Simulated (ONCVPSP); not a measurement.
# PBEsol ONCV dataset for phosphorus (P), scalar-relativistic all-electron reference.

The input file (ONCVPSP 4.0.1):

```
# ATOM AND REFERENCE CONFIGURATION
# atsym  z   nc   nv     iexc    psfile
  P 15.00    3    2  -116133      upf
#
#   n    l    f
    1    0    2.00
    2    0    2.00
    2    1    6.00
    3    0    1.50
    3    1    3.50
#
# PSEUDOPOTENTIAL AND OPTIMIZATION
# lmax
    2
#
#   l,   rc,      ep,       ncon, nbas, qcut
    0    1.75    0.00    5   10    4.70
    1    1.55    0.00    4    7    5.50
    2    1.30    0.04    4    8    6.40
#
# LOCAL POTENTIAL
# lloc, lpopt,  rc(5),   dvloc0
    4    2    1.15    0.00
#
# VANDERBILT-KLEINMAN-BYLANDER PROJECTORs
# l, nproj, debl
    0    2    1.20
    1    2    2.10
    2    2    1.70
#
# MODEL CORE CHARGE
# icmod, fcfact, rcfact
    1    0.75    0.00
#
# LOG DERIVATIVE ANALYSIS
# epsh1, epsh2, depsh
   -2.00    5.00    0.02
#
# OUTPUT GRID
# rlmax, drl
    6.00    0.01
#
# TEST CONFIGURATIONS
# ncnf
    4
# nvcnf
#   n    l    f
    2
    3    0    2.00
    3    1    3.00
#
    2
    3    0    2.00
    3    1    2.00
#
    2
    3    0    2.00
    3    1    1.00
#
    2
    3    0    1.00
    3    1    3.00
#
```

Command:

```bash
oncvpsp.x < P.dat > P.out
```

Resulting log (shortened: citation, most of the input echo, consistency checks and plot data are left out):

```
ONCVPSP  (Optimized Norm-Conservinng Vanderbilt PSeudopotential)
scalar-relativistic version 4.0.1

#   n    l    f        energy (Ha)
    1    0    2.00    -7.6477941E+01
    2    0    2.00    -6.4071394E+00
    2    1    6.00    -4.5974341E+00
    3    0    1.50    -5.2473340E-01
    3    1    3.50    -2.1198959E-01

Reference configufation results
  iterations    26
  all-electron total energy (Ha)   -3.41157699D+02

Begin loop to  construct optimized pseudo wave functions
and semi-local pseudopoentials for all angular momenta

   Wellstate for l =  0  n =  4
     eigenvalue =   0.6753
     asymptotic potential =   1.1753
     half-point radius =  3.4836

Calculating optimized projector #   1

 for l=   0

    Fraction of norm inside rc  0.477749
    Optimizing pswf for qcut=   4.71 a_B^-1,  ecut=  11.10 Ha
    Residual kinetic energy error=  3.66D-04 Ha

    Energy error per electron        Cutoff
         Ha          eV             Ha
         0.01000     0.27211        6.77
         0.00100     0.02721        9.78
         0.00010     0.00272       23.83
         0.00001     0.00027       86.70

Calculating optimized projector #   2

 for l=   0

    Fraction of norm inside rc  0.185339
    Optimizing pswf for qcut=   4.71 a_B^-1,  ecut=  11.10 Ha
    Residual kinetic energy error=  5.74D-04 Ha

    Energy error per electron        Cutoff
         Ha          eV             Ha
         0.01000     0.27211        7.25
         0.00100     0.02721       10.44
         0.00010     0.00272       20.76
         0.00001     0.00027       99.65

   Wellstate for l =  1  n =  5
     eigenvalue =   1.8880
     asymptotic potential =   2.3880
     half-point radius =  4.0779

Calculating optimized projector #   1

 for l=   1

    Fraction of norm inside rc  0.218419
    Optimizing pswf for qcut=   5.50 a_B^-1,  ecut=  15.12 Ha
    Residual kinetic energy error=  1.19D-05 Ha

    Energy error per electron        Cutoff
         Ha          eV             Ha
         0.01000     0.27211        3.03
         0.00100     0.02721        4.91
         0.00010     0.00272       11.41
         0.00001     0.00027       17.19

Calculating optimized projector #   2

 for l=   1

    Fraction of norm inside rc  0.110679
    Optimizing pswf for qcut=   5.50 a_B^-1,  ecut=  15.12 Ha
    Residual kinetic energy error=  1.94D-03 Ha

    Energy error per electron        Cutoff
         Ha          eV             Ha
         0.01000     0.27211        4.97
         0.00100     0.02721       36.40
         0.00010     0.00272       79.17
         0.00001     0.00027       91.05

   Wellstate for l =  2  n =  3
     eigenvalue =   0.0400
     asymptotic potential =   0.5400
     half-point radius = 40.3977

   Wellstate for l =  2  n =  4
     eigenvalue =   1.7400
     asymptotic potential =   2.2400
     half-point radius =  3.0438

Calculating optimized projector #   1

 for l=   2

    Fraction of norm inside rc  0.001141
    Optimizing pswf for qcut=   6.41 a_B^-1,  ecut=  20.56 Ha
    Residual kinetic energy error=  1.51D-05 Ha

    Energy error per electron        Cutoff
         Ha          eV             Ha
         0.01000     0.27211        0.54
         0.00100     0.02721        4.77
         0.00010     0.00272       13.40
         0.00001     0.00027       22.50

Calculating optimized projector #   2

 for l=   2

    Fraction of norm inside rc  0.201735
    Optimizing pswf for qcut=   6.41 a_B^-1,  ecut=  20.56 Ha
    Residual kinetic energy error=  9.38D-03 Ha

    Energy error per electron        Cutoff
         Ha          eV             Ha
         0.01000     0.27211       20.31
         0.00100     0.02721       29.81
         0.00010     0.00272       85.50
         0.00001     0.00027      177.09

Construct Vanderbilt / Kleinmman-Bylander projectors

B matrix Hermiticity error, ll=   0
   1   2    6.6888E-05

  Orthonormal projector coefficients  5.2891E+00  7.4470E-01

B matrix Hermiticity error, ll=   1
   1   2   -8.1328E-05

  Orthonormal projector coefficients  4.8801E+00  1.0792E+00

B matrix Hermiticity error, ll=   2
   1   2    4.7202E-06

  Orthonormal projector coefficients -1.1025E+01 -2.7540E+00

Model core correction analysis
  based on d2Exc/dn_idn_j

d2excae - all-electron derivatives

   -2.291359D-02   -1.422400D-02
   -1.468781D-02   -9.253471D-03

d2excps - pseudofunction derivatives with no core correction

   -2.574050D-02   -1.609279D-02
   -1.653094D-02   -1.038075D-02

rms 2nd derivative error    2.009458E-03

Polynomial model core charge

d2excps - pseudofunction derivatives with core correction

   -2.314463D-02   -1.456451D-02
   -1.502834D-02   -9.515272D-03

rms 2nd derivative error    2.974166E-04

Pseudoatom total energy   -6.269412

Diagnostic tests using Vanderbilt-Kleinman-Bylander pseudopotentials
  1 or more projectors used as specified by nproj input data

   l    rcore       rmatch      e in        delta e   norm test  slope test

   0   1.7514983   1.8046776  -0.5247334  -0.0000032   1.0000319   1.0000480
   0   1.7514983   1.8046776   0.6752666   0.0000003   1.0001272   1.0001272

   1   1.5539967   1.6011794  -0.2119896   0.0000015   1.0000253   1.0000133
   1   1.5539967   1.6011794   1.8880104   0.0000048   1.0001686   1.0001686

   2   1.3064977   1.3461658   0.0400000   0.0000171   1.0000632   1.0000632
   2   1.3064977   1.3461658   1.7400000   0.0000247   1.0001274   1.0001274

 Testing for bound ghosts
   n   l    E NL Schr. Eq   E Basis Diag.   E Cutoff

   1   0       -0.524737       -0.522406    145.44

   2   1       -0.211988       -0.184655     91.20

 Testing for highly-localized positive-energy ghosts
       l    <radius>/rc     E Basis Diag.   E Cutoff

       0        0.930188        6.042765    145.44  WARNING - GHOST(+)

Test configuration 0

   n   l     f        eae           eps        diff
   1   0  2.0000  -76.47794084
   2   0  2.0000   -6.40713936
   2   1  6.0000   -4.59743408
   3   0  1.5000   -0.52473340   -0.52473659   -3.19D-06
   3   1  3.5000   -0.21198959   -0.21198808    1.51D-06

    Total energies and differences
      AE_ref= -3.41157699D+02  AE_tst= -3.41157699D+02  dif=  0.00D+00
      PS_ref= -6.26941209D+00  PS_tst= -6.26941209D+00  dif= -1.07D-14
      PSP excitation error=  1.07D-14

Test configuration 1

   n   l     f        eae           eps        diff
   1   0  2.0000  -76.44862841
   2   0  2.0000   -6.37853986
   2   1  6.0000   -4.56907659
   3   0  2.0000   -0.51144803   -0.51141256    3.55D-05
   3   1  3.0000   -0.20137692   -0.20139024   -1.33D-05

    Total energies and differences
      AE_ref= -3.41157699D+02  AE_tst= -3.41313405D+02  dif= -1.56D-01
      PS_ref= -6.26941209D+00  PS_tst= -6.42511135D+00  dif= -1.56D-01
      PSP excitation error= -7.49D-06

Test configuration 2

   n   l     f        eae           eps        diff
   1   0  2.0000  -76.84685028
   2   0  2.0000   -6.76886262
   2   1  6.0000   -4.96014388
   3   0  2.0000   -0.85361955   -0.85337873    2.41D-04
   3   1  2.0000   -0.52112793   -0.52096265    1.65D-04

    Total energies and differences
      AE_ref= -3.41157699D+02  AE_tst= -3.40957002D+02  dif=  2.01D-01
      PS_ref= -6.26941209D+00  PS_tst= -6.06873478D+00  dif=  2.01D-01
      PSP excitation error=  1.93D-05

Test configuration 3

   n   l     f        eae           eps        diff
   1   0  2.0000  -77.33751556
   2   0  2.0000   -7.24264896
   2   1  6.0000   -5.43541786
   3   0  2.0000   -1.24568710   -1.24478165    9.05D-04
   3   1  1.0000   -0.89082118   -0.88995897    8.62D-04

    Total energies and differences
      AE_ref= -3.41157699D+02  AE_tst= -3.40254658D+02  dif=  9.03D-01
      PS_ref= -6.26941209D+00  PS_tst= -5.36680782D+00  dif=  9.03D-01
      PSP excitation error=  4.36D-04

Test configuration 4

   n   l     f        eae           eps        diff
   1   0  2.0000  -76.90217550
   2   0  2.0000   -6.82328011
   2   1  6.0000   -5.01397400
   3   0  1.0000   -0.87891771   -0.87881269    1.05D-04
   3   1  3.0000   -0.54297870   -0.54281645    1.62D-04

    Total energies and differences
      AE_ref= -3.41157699D+02  AE_tst= -3.40622769D+02  dif=  5.35D-01
      PS_ref= -6.26941209D+00  PS_tst= -5.73450610D+00  dif=  5.35D-01
      PSP excitation error=  2.36D-05
```

The run took about 3.5 s on one core of a shared server CPU.
